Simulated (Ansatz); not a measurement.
GeH4OS2 (`[OH][GeH2][S]S`). Total charge 0; spin multiplicity 1. Geometry: relaxed with PBE0-D4/def2-TZVP. It is one conformer, not always the lowest.

```xyz
8

O     0.978    0.940   -0.912
Ge    0.749    0.295    0.724
S    -1.427   -0.049    1.099
S    -1.746   -1.349   -0.470
H     0.826    0.264   -1.577
H     1.233    1.388    1.683
H     1.478   -1.052    0.851
H    -2.091   -0.436   -1.398
```

**Question.** What is the dipole moment at PBE/def2-TZVPP? (Estimate.)

**Answer.** The calculation gave: 0.95 D, with components (0.51, -0.54, -0.59) D in this frame, pointing from negative to positive charge.

**Question.** And with r2SCAN, B3LYP, ωB97M-V? (Best estimate.)

**Answer.** Computed: r2SCAN 0.99 D, B3LYP 0.95 D, ωB97M-V 0.98 D.

**Question.** Give the Mulliken charges with PBE, r2SCAN, B3LYP in def2-TZVPP. (Best estimate.)

**Answer.** Computed: 
```json
{"atom": "O1", "PBE": "-0.37", "r2SCAN": "-0.43", "B3LYP": "-0.41"}
{"atom": "Ge2", "PBE": "0.41", "r2SCAN": "0.49", "B3LYP": "0.46"}
{"atom": "S3", "PBE": "-0.21", "r2SCAN": "-0.23", "B3LYP": "-0.21"}
{"atom": "S4", "PBE": "-0.14", "r2SCAN": "-0.13", "B3LYP": "-0.14"}
{"atom": "H5", "PBE": "0.17", "r2SCAN": "0.19", "B3LYP": "0.17"}
{"atom": "H6", "PBE": "0.00", "r2SCAN": "0.01", "B3LYP": "0.01"}
{"atom": "H7", "PBE": "-0.01", "r2SCAN": "-0.01", "B3LYP": "-0.01"}
{"atom": "H8", "PBE": "0.13", "r2SCAN": "0.12", "B3LYP": "0.12"}
```

B3LYP here is the variant with VWN-RPA as its local correlation; programs differ in this.
